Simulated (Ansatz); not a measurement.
Input file for Ansatz (a program for electronic structure): R-BLYP/def2-TZVPP on C3H8O (SMILES CCCO), a point of a torsion scan.

Ansatz 0.2 input:
```yaml
crystal:
  periodic: [false, false, false]
  atoms:
    - {symbol: C, position_ang: [-1.17856917, 0.77630847, 0.14576111]}
    - {symbol: C, position_ang: [-0.43591242, -0.48286783, -0.29002437]}
    - {symbol: C, position_ang: [0.96476596, -0.57711437, 0.32292960]}
    - {symbol: O, position_ang: [0.95623455, -1.04151041, 1.65220352]}
    - {symbol: H, position_ang: [-2.16181041, 0.81500433, -0.31672506]}
    - {symbol: H, position_ang: [-0.62522768, 1.66542338, -0.14976485]}
    - {symbol: H, position_ang: [-1.31601660, 0.79980913, 1.22585302]}
    - {symbol: H, position_ang: [-1.00044417, -1.37138265, -0.00148654]}
    - {symbol: H, position_ang: [-0.33928527, -0.48218877, -1.37707584]}
    - {symbol: H, position_ang: [1.56372532, -1.30838978, -0.22535285]}
    - {symbol: H, position_ang: [1.46678534, 0.39948682, 0.25798659]}
    - {symbol: H, position_ang: [0.40363066, -0.45236273, 2.17776714]}
basis:
  gaussian:
    orbitals: def2-TZVPP
hamiltonian:
  xc: {name: BLYP}
scf: {lower_state_search: off}
```

Output:

```
WARN ansatz: RAYON_NUM_THREADS=1 ignored (pool sized by the plan → 1); use --threads N
Functional definition: BLYP
these checks for a lower state are left out or cut short: stability, starts, cluster_reference, orbital_swaps, neighbouring_geometries, increment
integrals: 0.13 GiB planned
1163 factors; their error is unknown
mean field: 1.11 GiB planned
mean field evaluation 1: about -5272.0716 eV, gradient 8.6e1 eV
mean field evaluation 2: about -5234.8750 eV, gradient 1.5e2 eV
mean field evaluation 4: about -5287.9483 eV, gradient 1.5e1 eV
mean field evaluation 8: about -5288.3594 eV, gradient 3.0e-1 eV
mean field evaluation 16: about -5288.3225 eV, gradient 3.4e-4 eV
mean field -5288.32246816 eV, -194.3422661513 hartree, gradient 3.3e-6 eV, S^2 0.000000; 0 other end points of the search recorded, 0 dependent functions left out
reference -5288.32283271 eV, -194.3422795482 hartree; 17, 17 occupied and 219, 219 virtual orbitals, 1163 factors
Total energy: -5288.32283271 eV, -194.3422795482 hartree
Checks for a lower state left out: stability, starts, cluster_reference, orbital_swaps, neighbouring_geometries, increment
```

The run converged.

Cost: around 1.8 core-seconds (rough).
